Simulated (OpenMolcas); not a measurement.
## Co+: the spin-orbit constant, Racah parameters, worked from levels

| Item | Value |
| --- | --- |
| Program | OpenMolcas |
| Basis | ANO-L-VTZP [6s5p3d2f1g] |
| Scalar Hamiltonian | non-relativistic, point nucleus |
| Active space | 8 electrons in 5 orbitals (3d) |
| State averaging | 2S+1 = 3 even, 10 roots; 2S+1 = 1 even, 15 roots |
| Spin-orbit coupling | state interaction with AMFI integrals over the reference wave functions, term energies averaged over their components |

Methods: CASSCF; SS-CASPT2, IPEA 0.25 Eh, imaginary shift 0.1 Eh (closed shells correlated: 3s 3p). Measured levels: NIST Handbook of Basic Atomic Spectroscopic Data.

**The spin-orbit constant.** For the Hund term 3F of d8, E(J) = (A/2) J(J+1) + constant and ζ = -2S·A = -2A. From J = 2 to J = 4 the energy changes by 7 A.

| Source | E(4) - E(2) | A | ζ |
| --- | --- | --- | --- |
| CASSCF | -1650.9 | -235.8 | 472 |
| SS-CASPT2 | -1634.1 | -233.4 | 467 |
| measured | -1597.2 | -228.2 | 456 |

All in cm-1. SS-CASPT2 is off by +2.3 % and CASSCF by +3.4 %. Both methods take the spin-orbit matrix elements from the reference wave functions, so the second can move ζ only through the term energies and any multistate remixing. Second-order mixing with other terms is absorbed into this ζ.

**Racah parameters.** Above 3F, d8 has 3P at 15B, 1G at 12B + 2C and 1D at 5B + 2C. The first two fix B and C, and the third tests them; where it misses by thousands of cm-1, two parameters do not describe the configuration (Trees and configuration-interaction terms are left out) and B and C hang on the terms chosen. Term energies are centres of gravity, weighted by 2J + 1.

| Source | 3P | 1G | B | C | C/B | 1D from B, C | 1D found |
| --- | --- | --- | --- | --- | --- | --- | --- |
| CASSCF | 17183 | 21972 | 1146 | 4113 | 3.59 | 13956 | 13902 |
| SS-CASPT2 | 13308 | 18323 | 887 | 3838 | 4.33 | 12111 | 9913 |

Energies in cm-1. From CASSCF to SS-CASPT2, B changes by -22.6 % and C by -6.7 %.

Term energies are means over components that CASPT2 splits; among the terms shown or strongly mixed into the levels shown the widest spread is 1000 cm-1 (3d8 1G, SS-CASPT2). Without dynamic correlation excited terms often stand tens of per cent too high (terms of higher spin than the ground term too low), and those without a measured partner can miss by more than the paired ones (holds for CASSCF). Computed and measured levels are paired by configuration, term and J; levels that our copy of the source lacks, or whose pairing is in doubt (as where it misses far off the trend of its configuration), stay unpaired and out of the deviations. Levels of configurations outside the active space are missing.
